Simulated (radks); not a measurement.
Values are calculated unless marked as measured or tabulated.
Task: Lu54+, 17 electrons, occupied as [Ne] 3s2 3p5. Code: a radial shooting solver on a logarithmic mesh with Libxc functionals. Model: scalar-relativistic Kohn-Sham, r2SCAN, spin-polarised, spherical densities, finite nucleus; open shells are filled with parallel spins first (spin-orbit coupling, left out, can overturn this in heavy ions); meta-GGA in the generalised Kohn-Sham scheme; Fermi nuclear charge, rms radius 5.37 fm. Some entries of the table are withheld. Estimate them.

| orbital | occ. | eigenvalue (eV) | r(max) (bohr) | <r> (bohr) |
|---|---|---|---|---|
| 1s up | 1 | -67233.24 | 0.01213 | 0.01932 |
| 1s down | 1 | -67227.95 | 0.01213 | 0.01932 |
| 2s up | 1 | -14591.95 | 0.06896 | 0.08099 |
| 2s down | 1 | -14590.40 | 0.06897 | 0.08099 |
| 2p up | 3 | -13318.59 | 0.05627 | 0.07203 |
| 2p down | 3 | -13314.64 | 0.05629 | 0.07204 |
| 3s up | 1 | -5718.606 | 0.1867 | 0.1974 |
| 3s down | 1 | -5706.472 | 0.1868 | 0.1975 |
| 3p up | 3 | -5333.300 | 0.1822 | 0.1937 |
| 3p down | 2 | -5320.940 | 0.1822 | 0.1938 |
| 3d up | 0 | -4961.457 | 0.1452 | 0.1713 |
| 3d down | 0 | -4951.628 | 0.1448 | 0.1713 |
| 4s up | 0 | -2969.353 | (1) | 0.3713 |
| 4s down | 0 | -2963.557 | (2) | 0.3720 |

Result: 
(1) 4s up r(max) (bohr): 0.3734
(2) 4s down r(max) (bohr): 0.3741
